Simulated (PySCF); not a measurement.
## HF beside CCSD(T) along the fifth-period p block: bonds to H

HF and CCSD(T) in PySCF with x2c-TZVPPall on every atom, spin-free X2C, for the lowest determinant that a PBE0 search found; no spin–orbit coupling.

| molecule | state (unpaired electrons) | HF Re (Å) | HF ωe (cm⁻¹) | HF De (eV) | CCSD(T) Re (Å) | CCSD(T) ωe (cm⁻¹) | CCSD(T) De (eV) |
| --- | --- | --- | --- | --- | --- | --- | --- |
| InH | singlet (closed shell) | 1.846 | 1523 | 1.84 | 1.836 | 1485 | 2.73 |
| SnH | doublet (π ↑) | 1.770 | 1792 | 1.74 | 1.767 | 1728 | 2.64 |
| SbH | triplet (π ↑↑) | 1.705 | 2028 | 1.63 | 1.708 | 1934 | 2.54 |
| TeH | doublet (π ↑) | 1.648 | 2254 | 1.88 | 1.652 | 2148 | 2.91 |
| HI | singlet (closed shell) | 1.599 | 2454 | 2.29 | ? | ? | ? |

**Question.** Estimate the CCSD(T) values of HI by adding the mean shift from HF to CCSD(T) of the other rows, and compare with the calculation.

**Answer.** The mean shifts are -0.2 pm, -76 cm⁻¹ and +0.93 eV, which give 1.597 Å, 2378 cm⁻¹ and 3.22 eV. CCSD(T)/x2c-TZVPPall gives Re = 1.601 Å, ωe = 2351 cm⁻¹, De = 3.42 eV.

**Question.** What are the mean differences of HF from CCSD(T) over the whole series?

**Answer.** Re +0.1 pm, ωe +81 cm⁻¹, De -0.97 eV.

In a basis of this size CCSD(T) is itself not converged; it tends to give bonds that are too long and too weak.

Correlated steps freeze 18 core orbitals. These are scalar-relativistic numbers at best; spin–orbit coupling would shift them, the dissociation energy most. Where the molecule has an RHF reference, its open-shell atoms are computed with UHF. States were picked by a PBE0 search and need not be the measured ground states.
